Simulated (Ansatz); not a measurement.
Ansatz (a program for electronic structure) input (PBE0/STO-3G):

Ansatz 0.2 input:
```yaml
crystal:
  periodic: [false, false, false]
  atoms:
    - {symbol: Zn, position_ang: [-0.44505489, -0.68011869, -0.64651536]}
    - {symbol: Cl, position_ang: [1.37232915, 0.83090073, -0.34670743]}
    - {symbol: Cl, position_ang: [-0.58693816, 0.36930873, 1.48761689]}
basis:
  gaussian:
    orbitals: STO-3G
hamiltonian:
  xc: {name: PBE0}
magnetization: {spin_polarized: true, initial_magnetization: 2}
```

End of the output:

```
integrals: 0.01 GiB planned
347 factors; integrals over basis functions are off by at most 2.3e-4 eV
mean field: 0.17 GiB planned
mean field evaluation 1: about -72212.0130 eV, gradient 2.4e1 eV
mean field evaluation 2: about -72358.3694 eV, gradient 4.9e1 eV
mean field evaluation 4: about -72401.0273 eV, gradient 8.6e1 eV
mean field evaluation 8: about -72401.2418 eV, gradient 8.6e1 eV
mean field evaluation 16: about -72612.7007 eV, gradient 2.2e1 eV
mean field evaluation 32: about -72617.6529 eV, gradient 1.6e-4 eV
mean field evaluation 64: about -72614.0374 eV, gradient 5.8e-1 eV
mean field evaluation 96: about -72617.5442 eV, gradient 1.0e0 eV
a density is far from that of the atoms, so the factors are made again for it
362 factors; integrals over basis functions are off by at most 2.1e-5 eV
mean field: 0.18 GiB planned
mean field -72617.65302513 eV, -2668.6495266606 hartree, gradient 3.9e-6 eV, S^2 2.001144; 0 other end points of the search recorded, 0 dependent functions left out
reference -72617.65303861 eV, -2668.6495271557 hartree; 33, 31 occupied and 3, 5 virtual orbitals, 362 factors
Total energy: -72617.65303861 eV, -2668.6495271557 hartree
```

The spin state was set by rule; other spins were not relaxed.
